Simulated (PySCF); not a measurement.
# Re(3+) (rhenium, charge +3): r2SCANh calculation

Configuration: [Xe] 4f14 5d4, high-spin 5D determinant. Computed with PySCF 2.14 in aug-cc-pwCVDZ-PP with ECP60MDF (6s6p5d3f, 70 functions), with scalar relativity through the core potential.

| Quantity | Value |
| --- | --- |
| Total energy | -76.5635 hartree |
| One-electron energy | -117.6459 hartree |
| Hartree (Coulomb) energy | 48.7629 hartree |
| Exchange-correlation energy | -7.6805 hartree |
| ⟨S²⟩ | 6.0014 |
| ⟨L²⟩ | 6.007 |
| Sum of ⟨r⟩ | 16.22 bohr |
| Sum of ⟨r²⟩ | 25.26 bohr² |
| Traceless quadrupole moment −½Σ⟨3z² − r²⟩ along its main axis | -0.914 e·bohr² |

```
shell  electrons  mean orbital energy (eV)  spread (eV)  rms radius, mean of both spins (bohr)
 5s α          1                   -118.63            0                                   1.11
 5s β          1                   -115.48            0                                   1.11
 5p α          3                   -80.169        0.257                                   1.28
 5p β          3                   -76.048        1.451                                   1.28
 5d α          4                   -35.313        1.162                                   1.79
```

Energies and moments cover only the electrons outside the core potential. Spin-orbit coupling, absent here, splits the open shell strongly.
